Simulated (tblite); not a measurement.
Compound: C₂H₆O₂SSi.
SMILES with atom numbers: `[SH:1][SiH:2]1[O:3][CH2:4][CH2:5][O:6]1` (hydrogens: H7 on S1; H8 on Si2; H9, H10 on C4; H11, H12 on C5)

The geometry is computed with GFN2-xTB (gas phase).

(1) What internal coordinates does the optimisation give?

Results:

(1) 
```json
{"bond": "S1–Si2", "length (pm)": "212.4", "order": "single"}
{"bond": "Si2–O3, Si2–O6", "length (pm)": "163.5", "order": "single"}
{"bond": "O3–C4, C5–O6", "length (pm)": "139.9", "order": "single"}
{"bond": "C4–C5", "length (pm)": "154.3", "order": "single"}
{"bond": "S1–H7", "length (pm)": "132.6", "order": "single"}
{"bond": "Si2–H8", "length (pm)": "144.9", "order": "single"}
{"bond": "C4–H9, C5–H12", "length (pm)": "109.3", "order": "single"}
{"bond": "C4–H10, C5–H11", "length (pm)": "109.3", "order": "single"}
```

Bonds in one row agree within 1 pm and their mean is given. Orders are formal, as drawn. A selection of angles:
```json
{"angle": "Si2–S1–H7", "degrees": "97.2"}
{"angle": "S1–Si2–O3", "degrees": "116.9"}
{"angle": "S1–Si2–O6", "degrees": "109.5"}
{"angle": "S1–Si2–H8", "degrees": "109.5"}
{"angle": "O3–Si2–O6", "degrees": "96.9"}
{"angle": "O3–Si2–H8", "degrees": "109.7"}
{"angle": "O6–Si2–H8", "degrees": "114.1"}
{"angle": "Si2–O3–C4", "degrees": "111.9"}
{"angle": "O3–C4–C5", "degrees": "108.0"}
{"angle": "O3–C4–H9", "degrees": "108.4"}
{"angle": "O3–C4–H10", "degrees": "108.8"}
{"angle": "C5–C4–H9", "degrees": "111.1"}
{"angle": "C5–C4–H10", "degrees": "111.2"}
{"angle": "H9–C4–H10", "degrees": "109.2"}
{"angle": "C4–C5–H11", "degrees": "110.2"}
{"angle": "O6–C5–H12", "degrees": "108.6"}
{"angle": "Si2–O6–C5", "degrees": "110.2"}
```

Torsions: S1–Si2–O3–C4 -122° (anticlinal); Si2–O3–C4–C5 -7° (synperiplanar); O3–C4–C5–O6 20° (synperiplanar); C4–C5–O6–Si2 -24° (synperiplanar); S1–Si2–O6–C5 140° (anticlinal); H7–S1–Si2–O3 96° (anticlinal). The mirror-image conformer, all signs reversed, is as good.

The 5-membered ring Si2–O3–C4–C5–O6 has internal angles of 96.9° to 111.9° (sum 535°, against 540° for a flat polygon); it is puckered, 0.10 Å rms from its mean plane, widest ring torsion 24°. Si2 (oxygen-bound silicon) has angles from 96.9° to 116.9°.

Point group: C1 (no symmetry element, even within 0.4 Å). Its GFN2-xTB frequencies are all real (lowest 43 cm⁻¹). One conformer, not necessarily the lowest (H–S1–Si2–O3 96°, S1–Si2–O3–C4 -122°, Si2–O3–C4–C5 -7°, O3–C4–C5–O6 20°, C4–C5–O6–Si2 -24°).
